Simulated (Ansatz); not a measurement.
Cost and result for the atomization energy of CH₅BClFSn, SMILES `[CH3][SnH]([F])[BH]Cl` (10 atoms, 9 bonds).

Z-matrix (Å, degrees):
```
C
Sn 1 2.132
H 1 1.091 2 110.2
H 1 1.090 2 109.1 3 -120.1
H 1 1.090 2 109.5 3 120.3
F 2 1.939 1 103.6 3 -178.4
B 2 2.255 1 116.3 3 -63.4
H 2 1.712 1 111.8 3 70.7
Cl 7 1.736 2 119.4 1 62.0
H 7 1.191 2 123.6 1 -117.6
```

Charge 0, multiplicity 1. Correlated methods include outer-core shells of Sn, which these sets cover unevenly. Sn takes the def2 core potential. The structure was optimised at the PBE0-D4/def2-TZVP level. It is one conformer, not always the lowest. Program: Ansatz. All runs use 4 threads of an Arm Neoverse V1 on a shared host. Times are those of one run each, without the atoms' runs, and a repeat can differ threefold. Electronic energies, without spin–orbit coupling; frozen cores. CCSD(T)/CBS adds CCSD(T) − MP2 in def2-TZVPP to the MP2 limit, and its time is that of the two runs behind it. T1 = 0.013. With those shells the extrapolation isn't a true limit. B3LYP takes the VWN-RPA correlation (the form of Gaussian; ORCA's B3LYP/G).

CCSD(T)/CBS is a level of theory with its own doubt, some kJ/mol a heavy atom from the limit and from the frozen cores, so smaller differences don't rank the functionals.

| level | functions | wall time |
| --- | --- | --- |
| revPBE-D4/def2-TZVPP | 255 | 2.2 s |
| BLYP-D4/def2-TZVPP | 255 | 2.5 s |
| PBE0-D4/def2-TZVPP | 255 | 3.5 s |
| CAM-B3LYP-D4/def2-TZVPP | 255 | 4.2 s |
| r2SCAN-D4/def2-TZVPP (with forces) | 255 | 5.5 s |
| B3LYP-D4/def2-TZVPP (with forces) | 255 | 5.5 s |
| CCSD(T)/def2-SVP | 111 | 9 s |
| ωB97X-V/def2-TZVPP | 255 | 9.5 s |
| B97M-V/def2-TZVPP | 255 | 11 s |
| ωB97M-V/def2-TZVPP (with forces) | 255 | 14 s |
| MP2/def2-QZVPP | 473 | 23 s |
| CCSD(T)/def2-TZVPP | 255 | 4.9 min |
| CCSD(T)/CBS(def2) | – | 5.2 min |

Problem. What atomization energy does each give, and how far from CCSD(T)/CBS? (Estimate.)

Solution. Computed: 
```json
{"level": "revPBE-D4/def2-TZVPP", "atomization (kcal/mol)": "778.3", "difference from CCSD(T)/CBS": "-12.4", "per bond": "-1.4"}
{"level": "BLYP-D4/def2-TZVPP", "atomization (kcal/mol)": "781.1", "difference from CCSD(T)/CBS": "-9.6", "per bond": "-1.1"}
{"level": "PBE0-D4/def2-TZVPP", "atomization (kcal/mol)": "786.4", "difference from CCSD(T)/CBS": "-4.3", "per bond": "-0.5"}
{"level": "CAM-B3LYP-D4/def2-TZVPP", "atomization (kcal/mol)": "788.5", "difference from CCSD(T)/CBS": "-2.2", "per bond": "-0.3"}
{"level": "r2SCAN-D4/def2-TZVPP (with forces)", "atomization (kcal/mol)": "791.0", "difference from CCSD(T)/CBS": "0.3", "per bond": "0.0"}
{"level": "B3LYP-D4/def2-TZVPP (with forces)", "atomization (kcal/mol)": "783.5", "difference from CCSD(T)/CBS": "-7.2", "per bond": "-0.8"}
{"level": "CCSD(T)/def2-SVP", "atomization (kcal/mol)": "740.3", "difference from CCSD(T)/CBS": "-50.4", "per bond": "-5.6"}
{"level": "ωB97X-V/def2-TZVPP", "atomization (kcal/mol)": "791.5", "difference from CCSD(T)/CBS": "0.8", "per bond": "0.1"}
{"level": "B97M-V/def2-TZVPP", "atomization (kcal/mol)": "796.0", "difference from CCSD(T)/CBS": "5.3", "per bond": "0.6"}
{"level": "ωB97M-V/def2-TZVPP (with forces)", "atomization (kcal/mol)": "788.5", "difference from CCSD(T)/CBS": "-2.2", "per bond": "-0.2"}
{"level": "MP2/def2-QZVPP", "atomization (kcal/mol)": "792.9", "difference from CCSD(T)/CBS": "2.2", "per bond": "0.2"}
{"level": "CCSD(T)/def2-TZVPP", "atomization (kcal/mol)": "769.1", "difference from CCSD(T)/CBS": "-21.6", "per bond": "-2.4"}
{"level": "CCSD(T)/CBS(def2)", "atomization (kcal/mol)": "790.7", "difference from CCSD(T)/CBS": "0.0", "per bond": "0.0"}
```

From r2SCAN to r2SCAN0 (25 % exact exchange), in def2-TZVPP and without D4, the atomization energy moves by −12.8 kcal/mol: exact exchange takes away binding that semilocal exchange gives to molecules. The D4 term adds +8.2 kcal/mol with B3LYP and +4.3 kcal/mol with PBE0; it sums over pairs of atoms, weighted by their polarisabilities, and B3LYP, whose exchange is more repulsive, gets the larger term. In def2-TZVPP, CCSD(T) changes the Hartree–Fock value by +185.6 kcal/mol (the triples alone add +12.2 kcal/mol) and MP2 by +196.5 kcal/mol; breaking electron pairs costs correlation energy, which Hartree–Fock lacks.

Spin–orbit coupling would lower the free Sn atoms strongly, and the atomization energy with them, by more than many differences here. For some Ge, Se and Sn compounds the MP2-based and the directly extrapolated limit differ by 10 to 25 kJ/mol.
